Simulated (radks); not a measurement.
Task: The mean radii <r> (bohr) of the occupied orbitals of an atom or ion are listed with their occupations. Calculated with a radial shooting solver on a logarithmic mesh with Libxc functionals: scalar-relativistic Kohn-Sham, r2SCAN, spin-polarised, spherical densities, finite nucleus; meta-GGA in the generalised Kohn-Sham scheme; Fermi nuclear charge, rms radius of each element as measured or else 0.836 A^(1/3) + 0.57 fm.

| orbital | occ. | <r> |
|---|---|---|
| 1s up | 1 | 0.09688 |
| 1s down | 1 | 0.09686 |
| 2s up | 1 | 0.4766 |
| 2s down | 1 | 0.4766 |
| 2p up | 3 | 0.4410 |
| 2p down | 3 | 0.4410 |
| 3s up | 1 | 1.581 |
| 3s down | 1 | 1.591 |
| 3p up | 2 | 1.752 |

Name the element and its charge. Open shells, if any, are filled with parallel spins first.

Result: Z = 16, sulfur, charge +2: S2+ in [Ne] 3s2 3p2. The 1s radius gives Z: for a bare nucleus <r> = (2 gamma + 1)/(2Z) with gamma = sqrt(1 - (Z/c)^2), 0.09332 bohr for Z = 16, and screening makes it slightly larger (0.09688 here). The occupations add up to 14, and the charge is Z minus that.
